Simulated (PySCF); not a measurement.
Al(Cl)2(SeH) (AlCl2HSe), SMILES [Cl][Al]([SeH])[Cl].

The structure is a stationary point at B3LYP-D3(BJ)/def2-SVP. Other conformers were not sampled.

Method: PySCF 2.14.0 with TDA-M06-2X/def2-SVPD.

Vertical excitations.  State labels are in the subgroup Cs.

| state | symmetry | energy (eV) | λ (nm) | f | main pairs |
|---|---|---|---|---|---|
| S1 | A" | 5.24 | 237 | 0.025 | HOMO→LUMO 80 %, HOMO→LUMO+2 15 % |
| S2 | A" | 5.79 | 214 | 0.016 | HOMO→LUMO+2 75 %, HOMO→LUMO 13 % |
| S3 | A' | 5.88 | 211 | 0.044 | HOMO→LUMO+1 83 % |
| S4 | A" | 6.81 | 182 | 0.002 | HOMO−1→LUMO+1 94 % |
| S5 | A' | 7.03 | 176 | 0.078 | HOMO−2→LUMO 70 %, HOMO−1→LUMO 16 % |
| S6 | A" | 7.16 | 173 | 0.000 | HOMO−2→LUMO+1 96 % |
| S7 | A' | 7.16 | 173 | 0.451 | HOMO−1→LUMO 61 %, HOMO−2→LUMO 16 % |
| S8 | A" | 7.20 | 172 | 0.001 | HOMO−3→LUMO 82 % |
| S9 | A" | 7.47 | 166 | 0.026 | HOMO→LUMO+5 34 %, HOMO→LUMO+3 27 %, HOMO→LUMO+7 14 %, HOMO→LUMO+10 12 % |
| S10 | A" | 7.52 | 165 | 0.001 | HOMO→LUMO+3 55 %, HOMO→LUMO+7 19 %, HOMO→LUMO+4 10 % |
| T1 | A" | 4.91 | 252 | 0 | HOMO→LUMO 79 %, HOMO→LUMO+2 15 % |
| T2 | A' | 5.12 | 242 | 0 | HOMO→LUMO+1 95 % |
| T3 | A" | 5.43 | 228 | 0 | HOMO→LUMO+2 73 % |
| T4 | A' | 6.20 | 200 | 0 | HOMO−1→LUMO 79 %, HOMO−1→LUMO+2 12 % |
Triplets are in the Tamm–Dancoff approximation.
